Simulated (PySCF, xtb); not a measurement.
CH4FMoNO, SMILES [CH3][Mo]([F])(=[O])=[NH], multiplicity 1.

Harmonic wavenumbers (cm⁻¹) from GFN2-xTB (xtb 6.7.1) at its own minimum, in rising order: 62, 159, 189, 196, 205, 256, 464, 477, 598, 634, 651, 695, 928, 1010, 1252, 1422, 1447, 2881, 2893, 2967, 3403.

Problem. What does r2SCAN-D4/def2-SVP run with PySCF give at its own minimum? (An estimate is asked for; the answer gives what the named calculation found.)

Solution. 148, 163, 209, 225, 239, 309, 502, 555, 593, 641, 697, 736, 998, 1039, 1173, 1388, 1399, 3017, 3134, 3152, 3573. Paired by order, the mean absolute difference is 68 cm⁻¹ and the zero-point energies are 32.6 and 34.2 kcal/mol.
